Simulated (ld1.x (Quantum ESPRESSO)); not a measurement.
# Plane-wave convergence, TM potential for oxygen

ld1.x (Quantum ESPRESSO) 7.5 input, shortened:

```
&input
   title='O', zed=8., rel=0, dft='PBE', iswitch=3,
   config='[He] 2s2 2p1 3d-2'
 /
 &inputp
   pseudotype=2, tm=.true., lloc=0,
   nlcc=.false.
 /
3
2P  2  1   1.00   0.00  1.75  1.75  0.0
3D  3  2  -2.00   0.05  1.45  1.45  0.0
2S  1  0   2.00   0.00  0.70  0.70  0.0
 &test
   configts(1)='2s2 2p1'
 /
```

The pseudo-atom Hamiltonian at the reference potential is diagonalised in spherical Bessel functions j_l(qr) that vanish at 20 bohr, with q² up to the cutoff. All-electron valence levels (Ry): 2p -4.7742, 2s -5.8370.

Question: How do the lowest levels (Ry) of each channel move with the cutoff, and are there ghosts?

Answer:

```json
{"cutoff (Ry)": "8", "p #1": "-3.0712", "p #2": "-1.1232", "d #1": "-1.2183", "s #1": "-5.4834", "f #1": "-0.5894", "f #2": "-0.3741", "Σ f·Δε (mRy)": "2410.2"}
{"cutoff (Ry)": "15", "p #1": "-3.8669", "p #2": "-1.3244", "d #1": "-1.2573", "s #1": "-5.5304", "f #1": "-0.5905", "f #2": "-0.3750", "Σ f·Δε (mRy)": "1520.4"}
{"cutoff (Ry)": "21", "p #1": "-4.2590", "p #2": "-1.4110", "d #1": "-1.2713", "s #1": "-5.5630", "f #1": "-0.5906", "f #2": "-0.3751", "Σ f·Δε (mRy)": "1063.2"}
{"cutoff (Ry)": "30", "p #1": "-4.6353", "p #2": "-1.4891", "d #1": "-1.2780", "s #1": "-5.6421", "f #1": "-0.5906", "f #2": "-0.3751", "Σ f·Δε (mRy)": "528.7"}
{"cutoff (Ry)": "45", "p #1": "-4.7676", "p #2": "-1.5164", "d #1": "-1.2815", "s #1": "-5.7634", "f #1": "-0.5906", "f #2": "-0.3751", "Σ f·Δε (mRy)": "153.8"}
{"cutoff (Ry)": "60", "p #1": "-4.7736", "p #2": "-1.5178", "d #1": "-1.2820", "s #1": "-5.8156", "f #1": "-0.5906", "f #2": "-0.3751", "Σ f·Δε (mRy)": "43.4"}
{"cutoff (Ry)": "80", "p #1": "-4.7739", "p #2": "-1.5178", "d #1": "-1.2820", "s #1": "-5.8301", "f #1": "-0.5906", "f #2": "-0.3751", "Σ f·Δε (mRy)": "14.1"}
{"cutoff (Ry)": "100", "p #1": "-4.7741", "p #2": "-1.5179", "d #1": "-1.2820", "s #1": "-5.8314", "f #1": "-0.5906", "f #2": "-0.3751", "Σ f·Δε (mRy)": "11.2"}
{"cutoff (Ry)": "140", "p #1": "-4.7742", "p #2": "-1.5179", "d #1": "-1.2820", "s #1": "-5.8334", "f #1": "-0.5906", "f #2": "-0.3751", "Σ f·Δε (mRy)": "7.3"}
{"cutoff (Ry)": "200", "p #1": "-4.7742", "p #2": "-1.5179", "d #1": "-1.2820", "s #1": "-5.8366", "f #1": "-0.5906", "f #2": "-0.3751", "Σ f·Δε (mRy)": "0.8"}
{"cutoff (Ry)": "260", "p #1": "-4.7742", "p #2": "-1.5179", "d #1": "-1.2820", "s #1": "-5.8369", "f #1": "-0.5906", "f #2": "-0.3751", "Σ f·Δε (mRy)": "0.3"}
{"cutoff (Ry)": "400", "p #1": "-4.7742", "p #2": "-1.5179", "d #1": "-1.2820", "s #1": "-5.8370", "f #1": "-0.5906", "f #2": "-0.3751", "Σ f·Δε (mRy)": "0.0"}
```

Result: no extra level below or beside the all-electron valence levels (p, d, s, f tested); 10 mRy is reached at 140 Ry and 1 mRy at 200 Ry.

Its largest configuration-test error is +1880 meV.
